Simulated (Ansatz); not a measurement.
`B[CH](F)[GeH3]` + `[OH][Ga]([Cl])[O][SiH3]` → `B[O][Ga]([Cl])[O][SiH3]` + `F[CH2][GeH3]`  (ligand exchange at a B–C bond)

Computed with Ansatz on PBE0-D4/def2-TZVP structures; ΔE is electronic, products minus reactants. CCSD(T)/CBS is the MP2 limit (def2-TZVPP, def2-QZVPP) plus CCSD(T) − MP2 in def2-TZVPP, frozen cores. DFT in def2-TZVPP. B3LYP here is the variant with VWN-RPA as its local correlation; programs differ in this. For Ga, Ge outer-core shells are correlated without core-valence functions, which leaves a few kJ/mol of doubt a bond. Scalar relativity is left out up to krypton. One conformer a species, not always the lowest.

| level | ΔE (kcal/mol) |
| --- | --- |
| ωB97M-V | -25.8 |
| PBE | -22.5 |
| B3LYP | -26.8 |
| SCS-MP2/def2-QZVPP | -27.8 |

Question: What does CCSD(T)/CBS give? (An estimate is asked.)

Answer: Computed: -26.1 kcal/mol. The listed levels differ from it by 0.3, 3.6, -0.7, -1.7 kcal/mol.

Largest T1 diagnostic among the species: 0.014.

In def2-TZVPP, CCSD(T) changes the Hartree–Fock value by +6.2 kcal/mol (the triples alone add +0.9 kcal/mol) and MP2 by +6.7 kcal/mol. From PBE to PBE0 (25 % exact exchange), in def2-TZVPP and without D4, ΔE moves by −1.7 kcal/mol.
